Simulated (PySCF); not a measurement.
Geometries of 2 isomers of C3H8Cl3GeN, from PBE0-D3(BJ)/def2-SVP geometry optimisation, gas phase (PySCF 2.14.0). One conformer each, no zero-point energy, no frequencies.

Question: Which is lower in electronic energy at this level?
A.
```xyz
16
angstrom
Ge     0.683    0.922    1.743
Cl    -0.202    1.558    3.584
Cl     2.610    0.092    2.167
Cl     1.054    2.670    0.543
N     -0.447   -0.270    1.026
C     -0.464   -0.730   -0.361
C      0.951   -0.898   -0.892
C     -1.302    0.171   -1.262
H     -1.368   -0.213    1.453
H     -0.931   -1.732   -0.344
H      1.462    0.076   -0.977
H      0.928   -1.341   -1.898
H      1.549   -1.548   -0.238
H     -0.859    1.177   -1.324
H     -1.371   -0.244   -2.279
H     -2.328    0.276   -0.873
```
B.
```xyz
16
angstrom
Ge    -0.303    0.737   -1.762
N     -0.328    0.568    0.026
C      0.566    1.384    0.818
C     -0.765   -0.686    0.619
C      0.318   -1.744    0.777
H      0.108    1.582    1.803
H      1.555    0.921    0.989
H      0.727    2.356    0.330
H     -1.206   -0.447    1.605
H     -1.592   -1.085    0.010
H     -0.103   -2.658    1.224
H      0.757   -2.011   -0.197
H      1.134   -1.402    1.432
Cl     1.384   -0.194   -2.724
Cl    -0.237    2.810   -2.282
Cl    -2.048   -0.165   -2.601
```

Answer: A. That is GeCl3(NHiPr) (`CC(C)[NH][Ge]([Cl])([Cl])[Cl]`), 7.4 kcal/mol below the other.

```json
{"SMILES": "CC(C)[NH][Ge]([Cl])([Cl])[Cl]", "atoms numbered as above": "–", "E (Eh)": "-3629.92395", "relative (kcal/mol)": "0.0", "relative (kJ/mol)": "0.0", "dipole (D)": "2.97"}
{"SMILES": "CC[N](C)[Ge]([Cl])([Cl])[Cl]", "atoms numbered as above": "–", "E (Eh)": "-3629.91218", "relative (kcal/mol)": "7.4", "relative (kJ/mol)": "30.9", "dipole (D)": "2.75"}
```
